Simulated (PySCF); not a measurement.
**K: ionisation energy**

K [Ar] 4s1 (2S) → K⁺ [Ar] (1S), as a difference of total energies. Calculation: PySCF 2.14, in aug-cc-pVQZ-X2C (8s7p5d3f2g, 93 functions); scalar relativity by spin-free X2C-1e. The calculations carry no spin-orbit coupling.

| method | ionisation energy (eV) |
| --- | --- |
| UHF | 4.023 |
| LDA | 4.550 |
| PBE | 4.470 |
| PBE0 | 4.398 |
| r2SCAN | 4.270 |
| BLYP | 4.456 |
| CAM-B3LYP | 4.454 |
| wB97X | 4.051 |
| PW91 | 4.496 |

For comparison: 4.341 eV (measured; NIST Atomic Spectra Database, ionization energies).
